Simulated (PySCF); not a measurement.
TiCl3 holds Ti(III), d1, at total charge 0. The structure is a PBE0-D3(BJ)/def2-TZVP geometry optimised for multiplicity 2; coordination trigonal planar, point group D3h, metal–donor distances 2.19 Å.

```
4

Ti    0.0000    0.0000    0.0000
Cl    2.1906    0.0000    0.0000
Cl   -1.0953    1.8971    0.0000
Cl   -1.0953   -1.8971    0.0000
```

Method (PySCF 2.14, density fitting): CASSCF(1,5) with orbitals averaged over all microstates of the shell, strongly contracted NEVPT2 on the averaged canonical orbitals; basis x2c-TZVPall on the metal, x2c-SVPall elsewhere; spin-free X2C; gas phase; spin-orbit coupling by state interaction with the mean-field operator over all roots.

Task: Which term lies lowest, and with what spin?

Result: 2A1' (S = 1/2, orbital degeneracy 1), orbital occupations from the lowest 1.0 0.0 0.0 0.0 0.0, by NEVPT2.

Task: List the excited states of the same spin.

Result: By NEVPT2: 2E'' at 4132 cm⁻¹; 2E' at 15123 cm⁻¹ (661 nm). The strongest, at 15123 cm⁻¹, has f = 1.0e-03.

Task: Give the fitted ligand-field and repulsion parameters.

Result: At NEVPT2 level: orbital energies 0, 4132, 4132, 15123, 15123 cm⁻¹; ζ = 112 cm⁻¹ (free ion 152).

Task: What magnetic behaviour follows?

Result: The ground doublet has g = 1.844, 1.844, 2.000. μeff is 1.78 μB at 300 K and 1.65 μB at 10 K; the spin-only value is 1.73 μB.

Charge-transfer states lie outside this active space and may come lower than some of these levels. NEVPT2 lifts 2E'' from 2849 to 4132 cm⁻¹; on the d shell alone such lifts tend to overshoot. NEVPT2 on the d shell alone tends to put d–d bands too high for such charged or covalently bound ions.

The job took 3.5 s on one thread of Arm Neoverse V2 (shared host), with 102 basis functions, launched as `OMP_NUM_THREADS=1 python lf_run.py task.json out`.
